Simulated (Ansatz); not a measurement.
C3H8Si can be A, `C=CC[SiH3]`, or B, `CC[Si]C`.

Program: Ansatz. Geometries: PBE0-D4/def2-TZVP. ΔE: electronic, gas phase. CBS: MP2 limit from def2 TZ/QZ plus the TZ coupled-cluster correction, frozen cores. Functionals use def2-TZVPP. B3LYP here is the variant with VWN-RPA as its local correlation; programs differ in this. One conformer a species, not always the lowest.

Task: Which isomer does CCSD(T)/CBS put lower? Give the gap. (Estimate.)

Result: The calculation gave: A, by 59.8 kJ/mol.

Task: Give E(B) − E(A) in kJ/mol with r2SCAN-D4, CCSD/def2-TZVPP, MP2/def2-TZVPP, ωB97M-V, B2PLYP, B3LYP, PBE-D4. (Estimate.)

Result: The calculation gave: r2SCAN-D4 65.7, CCSD/def2-TZVPP 58.8, MP2/def2-TZVPP 64.5, ωB97M-V 51.1, B2PLYP 65.1, B3LYP 64.4, PBE-D4 52.0. None reverses the order clearly.

Task: Does the order hold for the free energy at 298.15 K (harmonic terms from PBE0-D4)? (Best estimate.)

Result: Ansatz gave: Yes: G(B) − G(A) = +70.2 kJ/mol, for one conformer each.

Largest T1 diagnostic: 0.011.

From BLYP to BHLYP (50 % exact exchange), in def2-TZVPP and without D4, E(B) − E(A) moves by +3.3 kJ/mol. In def2-TZVPP, CCSD(T) changes the Hartree–Fock value by −22.5 kJ/mol (the triples alone add +0.9 kJ/mol) and MP2 by −17.7 kJ/mol.
